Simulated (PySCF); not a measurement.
**NaI⁺: from constants to spectrum**

B2PLYP constants of NaI⁺, ²Π (doublet), unpaired electrons π ↑ (PySCF, scalar-relativistic core potentials, basis sets Na aug-cc-pVDZ, I aug-cc-pVDZ-PP with ECP28; masses 22.9898 and 126.9045 u):

```
ωe              : 130.2 cm⁻¹
ωexe            : 1.23 cm⁻¹
Be              : 0.087221 cm⁻¹
αe              : 0.000983 cm⁻¹
D (centrifugal) : 1.57e-07 cm⁻¹
De to Na⁺ + I   : 0.455 eV
```

Question: Give the vibrational terms G(v) and spacings up to v = 6.

Answer: G(v) = ωe(v+½) − ωexe(v+½)².

| v | G(v) (cm⁻¹) | G(v) − G(v−1) | Bv (cm⁻¹) |
| --- | --- | --- | --- |
| 0 | 64.8 |  | 0.08673 |
| 1 | 192.5 | 127.7 | 0.08575 |
| 2 | 317.8 | 125.3 | 0.08476 |
| 3 | 440.6 | 122.8 | 0.08378 |
| 4 | 561.0 | 120.4 | 0.08280 |
| 5 | 678.9 | 117.9 | 0.08181 |
| 6 | 794.3 | 115.4 | 0.08083 |

Question: How well does the Morse estimate ωe²/(4ωexe) reproduce De, and what is D0?

Answer: It gives 0.427 eV, 94 % of the computed De. D0 = De − G(0) = 0.455 − 0.008 = 0.447 eV.

Correlated steps freeze 5 core orbitals. Spin–orbit coupling is left out, which matters for elements this heavy, above all for dissociation energies. For an ion De counts to the pair picked by the measured ionisation energies or electron affinities, which need not be the lowest pair at this level. B2PLYP dipoles, levels and charges come from its SCF part alone. The state is the lowest determinant that a PBE0 search found; another state may lie lower at other levels.
